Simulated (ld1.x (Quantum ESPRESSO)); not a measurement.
**Scattering properties, TM potential for Bi (Z = 83)**

bismuth (Bi), norm-conserving Troullier–Martins (Kleinman–Bylander form), made with ld1.x (Quantum ESPRESSO) 7.5 (LDA (PZ), fully relativistic). Core [Xe] 4f14 5d10, reference 6s1.75 6p3.25. Waves: 6p (bound): rc 2.05 bohr; 6s (bound): rc 1.80 bohr. Local part: the s channel. Core correction: Bessel-smoothed model core, default radius (core density twice the valence density).

Open shells are filled in proportion to 2j + 1 (rel_dist='average').

The phase is arctan(r·u′/u) with u = r·R(r), unwrapped; energies in Ry, scanned from -3 to 5 Ry. A pole is an energy at which the radial function vanishes at the test radius. The pseudo phase is shifted by a multiple of π to meet the all-electron one at the reference energy, and phase errors are pseudo minus all-electron; the curves can meet again beyond the range given. Levels narrower than the energy grid can be missing from the lists of poles.

Question: For each channel, where are the poles, and over which energies does the pseudopotential scatter like the atom?

Answer:

```json
{"channel": "s", "radius (bohr)": "2.25", "reference energy (Ry)": "-1.10", "poles, all-electron": "1.32", "poles, pseudo": "1.20", "unbroken range about the reference energy with phases within 0.05 rad": "below 3.3", "phase error 1 Ry above the reference energy (rad)": "-0.004"}
{"channel": "p1/2", "radius (bohr)": "2.25", "reference energy (Ry)": "-0.47", "poles, all-electron": "2.88", "poles, pseudo": "2.68", "unbroken range about the reference energy with phases within 0.05 rad": "below 5.0", "phase error 1 Ry above the reference energy (rad)": "-0.006"}
{"channel": "p3/2", "radius (bohr)": "2.25", "reference energy (Ry)": "-0.32", "poles, all-electron": "3.96", "poles, pseudo": "3.24", "unbroken range about the reference energy with phases within 0.05 rad": "below 3.4", "phase error 1 Ry above the reference energy (rad)": "-0.026"}
```

Phases in the p3/2 channel:

| E (Ry) | all-electron | pseudo |
| --- | --- | --- |
| -3.00 | 1.269 | 1.259 |
| -2.52 | 1.230 | 1.222 |
| -2.04 | 1.177 | 1.169 |
| -1.56 | 1.098 | 1.091 |
| -1.08 | 0.967 | 0.962 |
| -0.60 | 0.721 | 0.720 |
| -0.12 | 0.216 | 0.214 |
| 0.36 | -0.513 | -0.531 |
| 0.84 | -0.990 | -1.019 |
| 1.32 | -1.223 | -1.254 |
| 1.80 | -1.349 | -1.383 |
| 2.28 | -1.428 | -1.465 |
| 2.76 | -1.483 | -1.524 |
| 3.24 | -1.523 | -1.571 |
| 3.72 | -1.556 | -1.612 |
| 4.20 | -1.584 | -1.652 |
| 4.68 | -1.609 | -1.694 |
